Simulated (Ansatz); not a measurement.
Geometry optimisation, RKS PBE0/6-31G* (Ansatz).

The input (input.yaml):

```yaml
crystal:
  periodic: [false, false, false]
  atoms:
    - { symbol: B, position_ang: [-0.031162, 0.453249, -0.278503] }
    - { symbol: H, position_ang: [-0.54559, -0.086871, 2.000937] }
    - { symbol: F, position_ang: [1.047351, -0.30201, -0.525108] }
    - { symbol: O, position_ang: [-1.249639, -0.045746, -0.589407] }
    - { symbol: H, position_ang: [-1.180933, -0.935255, -0.969083] }
    - { symbol: Si, position_ang: [0.155925, 2.257061, 0.504807] }
    - { symbol: H, position_ang: [1.224709, 2.259566, 1.545654] }
    - { symbol: H, position_ang: [0.541007, 3.262458, -0.531367] }
    - { symbol: H, position_ang: [-1.116305, 2.711073, 1.133906] }
    - { symbol: H, position_ang: [-0.144063, 0.368074, 2.366464] }
basis:
  gaussian: { orbitals: "6-31G*" }
hamiltonian:
  xc: pbe0
relax:
  f_tol: 0.03
  max_steps: 50
```

Run as:

```bash
$ ansatz run input.yaml --threads 1 --pin off --max-ram 2048MiB --backend cpu --events-out ev --progress --plain --runs-dir out
```

Q: Where does it end, and by what steps?

A: It converged. The force dipped under the threshold on the way, but the program's further checks kept it going. After 35 steps the energy has fallen by 0.212 eV; H10 moved furthest, 2.04 Å.

| step | energy less start (eV) | largest force component (eV/Å) | accepted |
| --- | --- | --- | --- |
| 0 | 0.0000 | 1.003 | yes |
| 2 | -0.1678 | 0.324 | yes |
| 4 | -0.1878 | 0.157 | yes |
| 6 | -0.1943 | 0.142 | yes |
| 8 | -0.2006 | 0.053 | yes |
| 10 | -0.2035 | 0.061 | yes |
| 12 | -0.2045 | 0.035 | yes |
| 14 | -0.2058 | 0.123 | yes |
| 16 | -0.2056 | 0.194 | no |
| 18 | -0.2082 | 0.040 | yes |
| 20 | -0.2090 | 0.078 | yes |
| 22 | -0.2098 | 0.066 | yes |
| 24 | -0.2098 | 0.158 | no |
| 26 | -0.2106 | 0.050 | yes |
| 28 | -0.2110 | 0.102 | yes |
| 30 | -0.2113 | 0.034 | yes |
| 32 | -0.2112 | 0.077 | no |
| 34 | -0.2116 | 0.050 | yes |
| 35 | -0.2117 | 0.020 | yes |

```xyz
10
Properties=species:S:1:pos:R:3
B 0.147 0.692 -0.450
H -1.209 -0.776 2.578
F 0.999 0.147 -1.328
O -0.857 -0.071 0.039
H -0.831 -0.970 -0.324
Si 0.370 2.627 0.122
H 1.700 2.815 0.772
H 0.326 3.521 -1.072
H -0.690 3.058 1.076
H -1.255 -1.102 3.246
```

Time of the run: 95 s on 1 thread of Intel(R) Xeon(R) Platinum 8488C (Sapphire Rapids), on a shared host, peak memory 0.17 GiB.
